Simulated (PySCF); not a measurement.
# Spinor energies of Nb (niobium, neutral)

Start: [Kr] 4d3 5s1 5p1; 4d5/2 filled at m_j = +1/2, +3/2, +5/2; 5s1/2 filled at m_j = +1/2; 5p3/2 filled at m_j = +3/2. Calculated with PySCF 2.14 in x2c-SVPall-2c with one added diffuse shell each of s, p, d type (7s9p7d1f, 76 functions): generalised Hartree-Fock with the X2C-1e Hamiltonian and a Gaussian nucleus; one run each with spin-orbit coupling (SO) switched off, then screened by Boettger's factors. This is a chosen level, not necessarily the ground level.

```
spinor shell  electrons  ε, spin-free (eV)  ε, screened SO (eV)  weight of nominal j (screened SO)  rms radius, screened SO (bohr)
       1s1/2          2           -19087.7             -19086.9                              1.000                          0.0415
       2s1/2          2            -2745.7              -2745.5                              1.000                           0.171
       2p1/2          2            -2446.5              -2512.6                              1.000                           0.149
       2p3/2          4            -2446.5              -2415.4                              1.000                           0.154
       3s1/2          2            -492.86              -492.87                              1.000                           0.471
       3p1/2          2            -392.04              -403.24                              1.000                           0.471
       3p3/2          4            -392.04              -386.85                              1.000                           0.482
       3d3/2          4            -227.10              -228.86                              0.984                           0.472
       3d5/2          6            -227.10              -226.00                              0.989                           0.475
       4s1/2          2            -76.289              -76.345                              1.000                            1.23
       4p3/2          4            -46.754              -45.749                              0.869                            1.39
       4p1/2          2            -46.754              -49.039                              0.739                            1.39
       4d5/2          3            -11.517              -11.525                              0.777                            2.18
       5s1/2          1             -8.599               -8.615                              0.998                            3.82
       5p3/2          1             -4.916               -4.866                              1.000                            4.82
```

```csv
quantity,spin-free,screened SO
E (hartree),-3816.64721,-3817.03170
M_J,13/2,13/2
⟨J²⟩,48.768,48.768
⟨L²⟩,20.016,20.054
⟨S²⟩,8.752,8.745
```

Each row is a mean over spinors that exchange with the open shell spreads, by up to 6.475 eV (4p3/2).

Rows whose weight is well below 1 are mixtures of j = l ± 1/2: exchange outweighs spin-orbit coupling there, and the label is only the starting occupation.

Breit and QED terms are absent; they matter most for the inner s and p1/2 levels.

Densities and radii are taken from the X2C orbitals without a picture-change correction, which distorts them close to the nucleus.

Without spin-orbit coupling the j labels of p, d and f shells carry no meaning; the spin-free column gives the mean over the occupied spinors of each nl shell.
